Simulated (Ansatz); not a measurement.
C9H16 can be A, `CCC#CCCCCC`, or B, `C#CCCCCCCC`.

Isolated molecules relaxed with PBE0-D4/def2-TZVP in Ansatz; ΔE leaves out vibrations. CCSD(T)/CBS is the MP2 limit (def2-TZVPP, def2-QZVPP) plus CCSD(T) − MP2 in def2-TZVPP, frozen cores. Functionals use def2-TZVPP. B3LYP here is the variant with VWN-RPA as its local correlation; programs differ in this. One conformer a species, not always the lowest.

Problem. Which isomer does CCSD(T)/CBS put lower? Give the gap. (An estimate is asked.)

Solution. The calculation gave: A, by 20.4 kJ/mol.

Problem. Give E(B) − E(A) in kJ/mol with r2SCAN-D4, PBE-D4, CCSD(T)/def2-SVP, CCSD(T)/def2-TZVPP, CCSD/def2-TZVPP, B3LYP, BLYP-D4. (An estimate is asked.)

Solution. The calculation gave: r2SCAN-D4 27.6, PBE-D4 29.6, CCSD(T)/def2-SVP 23.2, CCSD(T)/def2-TZVPP 20.5, CCSD/def2-TZVPP 21.2, B3LYP 32.3, BLYP-D4 27.7. None reverses the order clearly.

Largest T1 diagnostic: 0.010.

In def2-TZVPP, CCSD(T) changes the Hartree–Fock value by −9.9 kJ/mol (the triples alone add −0.7 kJ/mol) and MP2 by −7.2 kJ/mol. From BLYP to BHLYP (50 % exact exchange), in def2-TZVPP and without D4, E(B) − E(A) moves by −4.1 kJ/mol.
